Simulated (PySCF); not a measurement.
## How methods differ on the excitation energy of Se

Se [Ar] 3d10 4s2 4p4 (3P) → Se [Ar] 3d10 4s2 4p3 4d1 (5D), as a difference of total energies. All numbers are calculated (PySCF 2.14, scalar relativity by spin-free X2C-1e, in aug-cc-pVQZ-DK (8s7p5d3f2g, 93 functions)). Correlated levels: valence: [Ar] 3d10 frozen. The calculations carry no spin-orbit coupling.

| method | excitation energy (cm⁻¹) |
| --- | --- |
| UHF | 59856 |
| MP2 (valence) | 64384 |
| SCS-MP2 (valence) | 65996 |
| CCSD (valence) | 65161 |
| CCSD(T) (valence) | 65344 |

Errors of the correlated levels include the incompleteness of this basis and the frozen core.

The promoted electron is Rydberg-like, and one or two diffuse shells describe it only roughly, which tends to raise the upper state.

For comparison: 62433 cm⁻¹ (measured; NIST levels, between the centres of gravity of the two terms).
